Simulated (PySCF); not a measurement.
CH₇BO₂SSi.
Structure used (GFN2-xTB), in Å, numbered top down from 1:
```
atom  x, y, z in Å
C1     2.2459   -0.3185   -0.1886
S2     1.5217    0.9600    0.8896
Si3   -0.3699    1.2641   -0.0976
B4    -1.4179   -0.3981   -0.3125
O5    -2.7582   -0.5098   -0.1031
O6    -0.7874   -1.5191   -0.7235
H7     2.4846    0.1193   -1.1530
H8     3.1526   -0.6643    0.2959
H9     1.5443   -1.1373   -0.3058
H10   -0.0564    1.9683   -1.3510
H11   -0.9698    2.2698    0.7860
H12   -3.2407    0.2561    0.1994
H13   -1.3531   -2.2899   -0.8149
```

PySCF, density fitting, gas phase, GFN2-xTB geometry. The standard run uses grid level 2 after a coarse-grid start, the def2-universal JK fitting basis (with tight functions added where the orbital basis needs them), an energy threshold of 1e-9 Eh and DIIS. The changed runs have no coarse-grid stage.

**Question.** Standard PBE0/def2-SVPD: E = -904.565111 Eh, HOMO -6.482 eV, LUMO -0.664 eV, dipole 2.627 D, 13 cycles (coarse-grid cycles included). What changes at PBE0/def2-SVPD with: fitting basis def2-qzvpp-jkfit?

**Answer.** E = -904.565113 Eh (-0.002 mEh), HOMO -6.482 eV (0.000), LUMO -0.664 eV (0.000), dipole 2.627 D (0.000), 10 SCF cycles. The result matches the standard run within 0.02 mEh and 0.003 eV.

The cycles:
```
cycle   1  E = -904.4381955462  dE =  5.589e-01  |g| = 8.028e-01  |ddm| = 4.763e+00
cycle   2  E = -904.2918857759  dE =  1.463e-01  |g| = 1.190e+00  |ddm| = 1.867e+00
cycle   3  E = -904.5640423754  dE = -2.722e-01  |g| = 6.503e-02  |ddm| = 1.090e+00
cycle   4  E = -904.5649737782  dE = -9.314e-04  |g| = 2.178e-02  |ddm| = 1.336e-01
cycle   5  E = -904.5651029013  dE = -1.291e-04  |g| = 6.100e-03  |ddm| = 4.932e-02
cycle   6  E = -904.5651123137  dE = -9.412e-06  |g| = 2.291e-03  |ddm| = 1.184e-02
cycle   7  E = -904.5651133074  dE = -9.938e-07  |g| = 6.453e-04  |ddm| = 2.656e-03
cycle   8  E = -904.5651133933  dE = -8.587e-08  |g| = 1.589e-04  |ddm| = 1.050e-03
cycle   9  E = -904.5651133999  dE = -6.587e-09  |g| = 4.083e-05  |ddm| = 3.779e-04
cycle  10  E = -904.5651134004  dE = -5.368e-10  |g| = 9.159e-06  |ddm| = 9.796e-05
```
